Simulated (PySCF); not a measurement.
# How well do the runs reproduce experiment for BF3H3P?

**The experiment to reproduce.**

From Beach, A photoelectron spectroscopic study of bonding in inorganic and organometallic compounds, PhD thesis, LBL 1985, for the gas: B 1s binding energy of B1 194.69 eV; F 1s binding energy of F3/F4/F5 694.3 eV.

How close the calculation comes is told at the end.

Compound: BF3H3P.
SMILES with atom numbers: `[BH3-:1][P+:2]([F:3])([F:4])[F:5]` (hydrogens: H6, H7, H8 on B1)

Geometry (PBE0-D3(BJ)/def2-SVP, Å), atoms numbered from 1 in this order:
```xyz
8
BF3H3P angstrom
B      1.0973   -0.0331    0.0716
P     -0.7321    0.0151   -0.0602
F     -1.4198   -0.8672   -1.1628
F     -1.4070    1.3993   -0.3668
F     -1.5730   -0.4244    1.1909
H      1.3224   -1.2039    0.3116
H      1.3135    0.7374    0.9888
H      1.4524    0.3573   -1.0252
```

The PySCF runs (gas phase, on this PBE0-D3(BJ)/def2-SVP geometry; non-relativistic but for the core-level run):

```csv
level,job,basis functions,wall time
"delta-SCF UKS SCAN, pcX-2 on the ionised atom, pcseg-1 elsewhere, spin-free X2C","ΔSCF core ionisation, 4 holes",131,12 s
```

Hardware: one thread of an Arm Neoverse V1, shared host.

Results beside the measurements:

**Core binding energies.** PySCF, delta-SCF UKS SCAN, pcX-2 on the ionised atom, pcseg-1 elsewhere, spin-free X2C.

| level and atom | computed (eV) | measured (eV) | computed − measured (eV) |
| --- | --- | --- | --- |
| B 1s, B1 | 194.95 | 194.69 | +0.26 |
| F 1s, F3/F4/F5 | 694.75 | 694.3 | +0.45 |

Sources, in the order of the opening: Beach, A photoelectron spectroscopic study of bonding in inorganic and organometallic compounds, PhD thesis, LBL 1985. Against the first value of each row the mean signed difference is +0.36 eV and the largest in size +0.45 eV. The computed values are vertical, without vibrational structure; measured positions hang on the energy calibration. The first atom of each set that the bonding makes equivalent was ionised and stands for the set.

No measured geometry was used, and the causes of the misses weren't examined.
